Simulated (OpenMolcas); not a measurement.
# Exact exchange and the vertical ionisation energy of SiCNCl2F

The species is SiCNCl2F (6 atoms), meant as a singlet with charge 0. As SMILES, `N#C[Si](F)(Cl)Cl`. The shape is that of a PBE0-D4/def2-TZVP optimisation.

The vertical ionisation energy (to the doublet cation) y, in eV, basis cc-pVDZ; a is the functional's share of exact exchange. Programs: OpenMolcas 26.06.

| functional | program | a | y (eV) |
| --- | --- | --- | --- |
| TPSS | OpenMolcas | 0 | 11.65 |
| revPBE | OpenMolcas | 0 | 11.54 |
| B3LYP | OpenMolcas | 0.2 | 12.05 |
| PBE0 | OpenMolcas | 0.25 | ? |
| BHLYP | OpenMolcas | 0.5 | 12.58 |

Fit y = c + s·a to the known rows and predict PBE0.


1. Means of the 4 rows: a = 0.1750, y = 11.955.
2. Σ(Δa)² = 0.1675, Σ(Δa·Δy) = 0.3315, so the slope is 0.3315/0.1675 = 1.9791.
3. Intercept: 11.955 − (1.9791) × 0.1750 = 11.609. The largest residual of the fit is 0.069.
4. PBE0: 11.609 + (1.9791) × 0.25 = 12.10 eV.

The run gave 12.22 eV, so the prediction is off by -0.12 eV, more than the largest residual. The rows mix families of semi-local functionals, which the line can't see.
